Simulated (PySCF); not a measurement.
Species: C₅H₅F₃O.
SMILES with atom numbers: `[F:1][CH2:2][C@@H:3]1[O:4][C@@H:5]([F:6])[CH:7]=[C:8]1[F:9]`

Geometry (GFN2-xTB, Å), atoms numbered from 1 in this order:
```xyz
14
C5H5F3O angstrom
F      1.8567    0.2881   -1.2824
C      1.9102   -0.0286    0.0473
C      0.4942   -0.1511    0.6216
O     -0.1831   -1.2460    0.0200
C     -1.4193   -0.8526   -0.4599
F     -2.4117   -1.3557    0.3742
C     -1.4514    0.6464   -0.4032
C     -0.3797    1.0250    0.2715
F     -0.0086    2.2497    0.6213
H      2.4336   -0.9843    0.1322
H      2.4601    0.7724    0.5512
H      0.5724   -0.2950    1.7096
H     -1.6145   -1.3037   -1.4405
H     -2.2597    1.2351   -0.7851
```

Probes without a nucleus sit at each ring's centroid and 1 Å off its mean plane on both sides; NICS is minus the shielding there, NICSzz its component along the normal. Level: GIAO PBE0/pcSseg-1 (PySCF, non-relativistic, gas phase) on the GFN2-xTB geometry, one conformer.

Ring bond lengths (Å), with Mayer bond orders in brackets: C3–O4 1.421 (0.90), O4–C5 1.383 (1.00), C5–C7 1.500 (1.02), C7–C8 1.322 (1.80), C8–C3 1.506 (1.01).

Task: Give the NICS values of each ring in ppm.

Result: 
```json
{"ring": "C3–O4–C5–C7–C8", "type": "5-membered ring with O; formal bonds 1 double, 4 single", "NICS(0)": "-6.8", "NICS(1), two faces": "-4.2 / -2.5", "NICS(1)zz, two faces": "-5.5 / -2.4", "rms pucker (Å)": "0.04", "centre to ring atoms, mean (Å)": "1.21"}
```

Task: What do they say, and how far can they be read as aromaticity?

Result: 
- C3–O4–C5–C7–C8: mean NICS(1)zz -4.0 ppm, shielded. C3, C5 have four or more neighbours, and the NICS criterion for π rings isn't applied. The two faces differ by 3.1 ppm, so no symmetry operation interchanges them.

Task: At the first NICS(1) probe listed for ring C3–O4–C5–C7–C8, 1 Å off the ring, how large is the induced field along the normal in 11.7 T applied along it?

Result: NICSzz × B0 = -5.5 ppm × 11.7 T = -64 μT, against the applied field.

Task: List the ring angles and the Hirshfeld charges of the ring atoms.

Result: 
- C3–O4–C5–C7–C8: C3 103.1° (+0.033 e), O4 110.7° (-0.136 e), C5 106.9° (+0.124 e), C7 106.7° (-0.089 e), C8 111.4° (+0.089 e); sum 538.9° against 540° for a flat convex ring.

The run took 37 s on Arm Neoverse N1, one thread, shared host. This is the whole shielding run at PBE0/pcSseg-1, SCF included.
